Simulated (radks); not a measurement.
The numbers below are computed, except where a source is named.
Question: These are the eigenvalues of the occupied orbitals of an atom or ion with whole-number occupations (Ry). Level of theory: scalar-relativistic Kohn-Sham, exchange-only r2SCAN, spin-polarised, spherical densities, finite nucleus; meta-GGA in the generalised Kohn-Sham scheme; Fermi nuclear charge, rms radius of each element as measured or else 0.836 A^(1/3) + 0.57 fm (a radial shooting solver on a logarithmic mesh with Libxc functionals).

1s down: -3315.894
1s up: -3315.894
2s down: -542.0853
2s up: -542.0822
2p down: -484.0383
2p up: -484.0365
3s up: -120.0835
3s down: -119.9200
3p up: -101.7438
3p down: -101.5798
3d up: -76.60367
3d down: -76.47545
4s up: -25.67968
4s down: -25.21728
4p up: -19.64058
4p down: -19.16956
4d up: -11.07180
4d down: -10.58731
5p up: -3.57151
5p down: -3.34473
4f up: -2.00524

Which element is it, and in what charge state? The configuration may be excited. Open shells, if any, are filled with parallel spins first.

Answer: Z = 61, promethium, charge +3: Pm3+ in [Kr] 4d10 4f6 5p6. The list shows which subshells hold electrons but not how many an open one holds; the 1s level, -1657.9 hartree, gives Z - s = 57.6 by -(Z - s)^2/2, which with screening and relativity narrows Z to a few neighbours, and the depths of the outer levels then fix element, charge and occupations together.
